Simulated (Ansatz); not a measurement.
A structure relaxed at r2SCAN-D4/def2-SVP in Ansatz, charge 0, doublet:

Cartesian coordinates in Å:
```
Cu 0.342 1.688 -0.041
Cu -0.612 0.093 1.607
Cu 0.101 -0.663 -0.583
S -0.758 -1.929 0.921
S 0.927 0.811 -1.904
```

Problem. Give its formula and point group.

Solution. Cu₃S₂. Point group C2v (tolerance 0.1 Å).

Problem. Summarise the bond lengths by kind (pairs closer than 1.2 times the sum of covalent radii, bridged metal pairs left out).

Solution. 4 × Cu–S 2.14 to 2.15 Å; 1 × Cu–Cu 2.48 Å.

The relaxation made no stability test and no search for a lower SCF solution. No other spin state of charge 0 was run. Another isomer (doublet) lies 1.35 eV lower at PBE0-D4/def2-TZVP; other spin states weren't run for this one.
